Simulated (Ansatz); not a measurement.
**Question.** Name a neutral molecule of C, Cl, Ga and H with zero-point energy (PBE0-D4/def2-TZVP) between 176 and 192 kJ/mol and HOMO energy (B3LYP/def2-TZVPP) between -7.75 and -7.45 eV (Ansatz, PBE0-D4/def2-TZVP geometry).

**Answer.** `C[CH2][GaH][Cl]` (190.7 kJ/mol, -7.60 eV). Other molecules can fit too; these were computed, each in one conformer that needn't be the lowest.

B3LYP here is the variant with VWN-RPA as its local correlation; programs differ in this.
